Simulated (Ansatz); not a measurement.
Results of the Gaussian-basis code of Ansatz.

Basis-set series for AlClH₃In, SMILES `[AlH2][InH][Cl]`. Total charge 0; spin multiplicity 1. In: def2 effective core potential. All single points use the PBE0-D4/def2-TZVP geometry.

```csv
functional,basis,functions,energy (Eh),HOMO (eV),LUMO (eV)
PBE0-D4,def2-TZVPP,176,-894.35327,-7.24,-2.43
PBE0-D4,def2-QZVPP,312,-894.37582,-7.25,-2.44
ωB97M-V,def2-TZVPP,176,-894.51668,-9.18,-0.82
ωB97M-V,def2-QZVPP,312,-894.53882,-9.21,-0.89
```

Question: Give the rows for def2-SVP. (Estimate.)

Answer: The calculation gave: 
```csv
functional,basis,functions,energy (Eh),HOMO (eV),LUMO (eV)
PBE0-D4,def2-SVP,77,-894.10030,-7.15,-2.39
ωB97M-V,def2-SVP,77,-894.26359,-9.05,-0.70
```
